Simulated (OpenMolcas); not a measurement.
# Levels of F V by method

```
Program             : OpenMolcas
Basis               : ANO-RCC-VTZP [4s3p2d1f]
Scalar Hamiltonian  : DKH2, point nucleus
Active space        : 3 electrons in 4 orbitals (2s 2p)
State averaging     : 2S+1 = 4 odd, 1 root; 2S+1 = 2 odd, 11 roots (8 in the spin-orbit step); 2S+1 = 4 even, 3 roots; 2S+1 = 2 even, 9 roots
Spin-orbit coupling : RASSI with atomic mean-field integrals over the reference wave functions, term energies averaged over their components
```

Methods on the same reference wave functions:
A. CASSCF
B. SS-CASPT2, IPEA 0.25 Eh, imaginary shift 0.1 Eh (closed shells correlated: 1s)
C. XMS-CASPT2, IPEA 0.25 Eh, imaginary shift 0.1 Eh (closed shells correlated: 1s)

Energies in cm-1 above 2s2 2p 2P* 1/2, the measured ground level; measured values from Moore, Atomic Energy Levels, vol. I, NSRDS-NBS 35 (1971 reprint of NBS Circular 467, 1949).

```json
{"Level": "2s2 2p 2P* 1/2", "A": "0.0", "B": "0.0", "C": "0.0", "Measured": "0.0"}
{"Level": "2s2 2p 2P* 3/2", "A": "701", "B": "701", "C": "701", "Measured": "746"}
{"Level": "2s 2p2 4P 1/2", "A": "79665", "B": "84480", "C": "85520", "Measured": ""}
{"Level": "2s 2p2 4P 3/2", "A": "79919", "B": "84740", "C": "85780", "Measured": ""}
{"Level": "2s 2p2 4P 5/2", "A": "80337", "B": "85150", "C": "86200", "Measured": ""}
{"Level": "2s 2p2 2D 3/2", "A": "158566", "B": "153780", "C": "154180", "Measured": "152898"}
{"Level": "2s 2p2 2D 5/2", "A": "158569", "B": "153780", "C": "154180", "Measured": "152876"}
{"Level": "2s 2p2 2S 1/2", "A": "202176", "B": "199360", "C": "200430", "Measured": "197565"}
{"Level": "2s 2p2 2P 1/2", "A": "226023", "B": "217310", "C": "217700", "Measured": "214881"}
{"Level": "2s 2p2 2P 3/2", "A": "226509", "B": "217800", "C": "218180", "Measured": "215348"}
{"Level": "2p3 4S* 3/2", "A": "273674", "B": "276120", "C": "277330", "Measured": ""}
```

Deviations, from unrounded energies. A percentage is the sum of absolute deviations over the sum of measured energies, with the sign that they share, or ± where signs differ.

```csv
Against measurement,Levels,A,B,C
mean absolute deviation (cm-1),6,6400,1400,1900
fine structure of the ground term (%),1,-6.0,-6.0,-6.0
other configurations (%),5,+4.1,+0.9,+1.2
```

B lies closest to measurement on these levels and A furthest from it. The largest miss of B in the table is 2s 2p2 2P 3/2, by +2400 cm-1. The ranking rests on the paired levels alone, and a cruder setting can come out closer through cancelling errors.

Between B and C the level of the table that moves most is 2p3 4S* 3/2, by 1200 cm-1 (lowest in B, highest in C). Moves below CASPT2's spread within the term are not significant.

The lowest spin-free term lies below A's lowest term by 0.041 hartree in B, 0.047 hartree in C.

Term energies are means over components that CASPT2 splits; among the terms shown or strongly mixed into the levels shown the widest spread is 210 cm-1 (2s 2p2 2D, C). Measured partners are found by configuration, term and J. A level has none where our copy of the source lacks it or the pairing is in doubt (some pairs that miss far off the trend of their configuration count as doubtful), and it then counts in no deviation. Only configurations of the active space appear. The table leaves out levels that lie high or whose names do not pair safely across all columns.

* marks odd parity.
